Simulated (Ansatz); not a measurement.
Reactions of BrClMg, SMILES `[Cl][Mg][Br]`.

Isolated molecules relaxed with PBE0-D4/def2-TZVP in Ansatz; ΔE leaves out vibrations. CBS: MP2 limit from def2 TZ/QZ plus the TZ coupled-cluster correction, frozen cores. This one scheme is used for every species, atoms too. Functionals use def2-TZVPP. No spin–orbit coupling; open shells (•) take unrestricted orbitals. Spin–orbit coupling would lower the free atoms: a little for Cl. Bonds to Br, Mg are less sure, by a few kJ/mol each and by 10 to 20 or more in all where they break to atoms, as the def2 sets lack core-valence functions. Scalar relativity is left out up to krypton. One conformer a species, not always the lowest.

```csv
reaction,ωB97M-V (eV),B2PLYP (eV),HF/CBS(def2) (eV)
`[Cl][Mg][Br]` + NH₃ → `[NH2][Mg][Cl]` + HBr,1.55,1.53,1.77
`[Cl][Mg][Br]` + H₂ → `[MgH][Br]` + HCl,1.77,1.80,1.81
`[Cl][Mg][Br]` → Cl• + `[Mg][Br]`•,4.88,4.67,3.68
`[Cl][Mg][Br]` + HBr → `[Br][Mg][Br]` + HCl,-0.09,-0.09,-0.12
`[Cl][Mg][Br]` + `[SiH3]N[SiH3]` → `[SiH3][N]([SiH3])[Mg][Cl]` + HBr,1.21,1.21,1.46
```

Problem. Give the CCSD(T)/CBS values in the same order. (Estimate.)

Solution. Ansatz gave: 1.54, 1.85, 4.97, -0.10, 1.11 eV.

Largest T1 diagnostic: 0.010, for `[SiH3]N[SiH3]`.
